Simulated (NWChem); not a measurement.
# C₂F₄O; SMILES FC1(F)C(F)(F)O1

```xyz
7

F     -1.0913     1.4437    -0.2603
C      0.0000     0.7256    -0.0065
F      1.0913     1.4437    -0.2603
O      0.0000     0.0000     1.1978
C      0.0000    -0.7256    -0.0065
F      1.0913    -1.4437    -0.2603
F     -1.0913    -1.4437    -0.2603
```
Atoms are numbered in this order, from 1.

Results from NWChem. Pople sets run with spherical d functions. STO-3G and 3-21G are far too small for this property and stand as cheap habits. All runs use the structure optimised with B3LYP/6-31G* (spherical d). GIAO values for the isolated, static molecule; σ is the absolute isotropic shielding, δ = σ(reference) − σ with the isolated reference molecule computed at the same levels (13C: tetramethylsilane, 19F: trichlorofluoromethane, 17O: water).

```
level                                 δ F1 (ppm)  δ C2 (ppm)  δ O4 (ppm)
------------------------------------  ----------  ----------  ----------
Hartree-Fock/STO-3G                        -80.4        77.8         0.5
LDA (Slater exchange, VWN5)/pcSseg-1      -150.5       127.5       220.1
B3LYP/6-311G**                            -140.8       118.0       200.4
PBE/pcSseg-1                                 [?]         [?]         [?]
```

### Question
Some entries are withheld; supply them.

### Answer

- PBE/pcSseg-1, δ F1 (ppm): -147.6
- PBE/pcSseg-1, δ C2 (ppm): 123.3
- PBE/pcSseg-1, δ O4 (ppm): 205.7
